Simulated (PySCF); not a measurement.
C₄H₈Cl, multiplicity 2. Atoms are numbered in the order given.

```xyz
13

C      0.6778     1.5251     0.0000
C      0.4452     0.0753     0.0000
C      0.9083    -0.6254     1.2729
C      0.9083    -0.6254    -1.2729
Cl    -1.4793    -0.0860     0.0000
H      0.6568     2.0871     0.9459
H      0.6568     2.0871    -0.9459
H      0.4926    -0.1308     2.1716
H      0.5894    -1.6854     1.2769
H      2.0166    -0.5888     1.3318
H      0.5894    -1.6854    -1.2769
H      0.4926    -0.1308    -2.1716
H      2.0166    -0.5888    -1.3318
```
Charge 0, spin multiplicity 2.

Geometry: PBE-D3(BJ)/def2-SVP. The isomer is the one that the SMILES or the coordinates give; other isomers of the formula were not compared.

All values below come from SMD-M06-2X/6-31G* run with PySCF.

Solvation free energies are E(SMD) − E(gas) at the gas-phase geometry, for 1 M in both phases. In vacuum the dipole moment is 2.65 D.

Question: Rank water, acetone, benzene by solvation free energy, most negative first.

Answer: acetone (-5.5 kcal/mol), benzene (-4.3 kcal/mol), water (-1.1 kcal/mol)
